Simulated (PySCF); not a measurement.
How methods differ on the excitation energy of V⁺

V⁺ [Ar] 3d4 (5D) → V⁺ [Ar] 3d3 4s1 (5F), as a difference of total energies. Calculation: PySCF 2.14, in def2-QZVPPD; no relativity, point nucleus. Correlated levels: valence: [Ar] frozen. The calculations carry no spin-orbit coupling.

```
           method  excitation energy (eV)
              UHF                  -0.236
    MP2 (valence)                   0.267
SCS-MP2 (valence)                  -0.068
   CCSD (valence)                   0.287
CCSD(T) (valence)                   0.302
```

Problem. How much does correlation contribute at CCSD(T) (valence)?

Solution. 0.302 − (-0.236) = 0.538 eV, measured against UHF.

These non-relativistic numbers lack the scalar-relativistic shift.

Errors of the correlated levels include the incompleteness of this basis and the frozen core.

For comparison: 0.337 eV (measured; NIST levels, between the centres of gravity of the two terms).
